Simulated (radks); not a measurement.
Results of a calculation; reference values are marked as such.
The mean radii <r> (bohr) of the occupied orbitals of an atom or ion are listed with their occupations. Code: a radial shooting solver on a logarithmic mesh with Libxc functionals. Model: scalar-relativistic Kohn-Sham, SCAN, spin-polarised, spherical densities, finite nucleus; meta-GGA in the generalised Kohn-Sham scheme; Fermi nuclear charge, rms radius of each element as measured or else 0.836 A^(1/3) + 0.57 fm.

| orbital | occ. | <r> |
|---|---|---|
| 1s up | 1 | 0.02191 |
| 1s down | 1 | 0.02191 |
| 2s up | 1 | 0.09323 |
| 2s down | 1 | 0.09323 |
| 2p up | 3 | 0.08237 |
| 2p down | 3 | 0.08236 |
| 3s up | 1 | 0.2441 |
| 3s down | 1 | 0.2438 |
| 3p up | 3 | 0.2429 |
| 3p down | 3 | 0.2426 |
| 3d up | 5 | 0.2214 |
| 3d down | 5 | 0.2210 |
| 4s up | 1 | 0.5526 |
| 4s down | 1 | 0.5532 |
| 4p up | 3 | 0.5847 |
| 4p down | 3 | 0.5856 |
| 4d up | 5 | 0.6355 |
| 4d down | 5 | 0.6381 |
| 5s up | 1 | 1.320 |
| 5s down | 1 | 1.351 |
| 5p up | 3 | 1.540 |
| 5p down | 3 | 1.570 |
| 4f up | 7 | 0.8435 |
| 6s up | 1 | 3.526 |
| 6s down | 1 | 3.722 |
| 6d up | 1 | 10.49 |

Name the element and its charge. Open shells, if any, are filled with parallel spins first.

Answer. Z = 64, gadolinium, charge 0: Gd in [Xe] 4f7 6s2 6d1. The 1s radius gives Z: for a bare nucleus <r> = (2 gamma + 1)/(2Z) with gamma = sqrt(1 - (Z/c)^2), 0.02163 bohr for Z = 64, and screening makes it slightly larger (0.02191 here). The occupations add up to 64, and the charge is Z minus that.
